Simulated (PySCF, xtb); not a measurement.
Si(Cl)2(Br)(NH2) (BrCl2H2NSi), SMILES N[Si](Br)(Cl)Cl.

GFN2-xTB in xtb at its own geometry gives an orbital gap of 6.65 eV and a dipole moment of 5.24 D.

Geometry optimised at B3LYP-D3(BJ)/def2-SVP. This is a generated structure with no PubChem entry under its InChIKey; it may be hypothetical. One conformer was computed; it need not be the lowest.

Task: What does PBE0/def2-TZVP (PySCF) give? (An estimate is asked for; the answer gives what the named calculation found.)

Result: gap 7.74 eV (levels -8.21 and -0.46 eV), dipole 2.46 D.
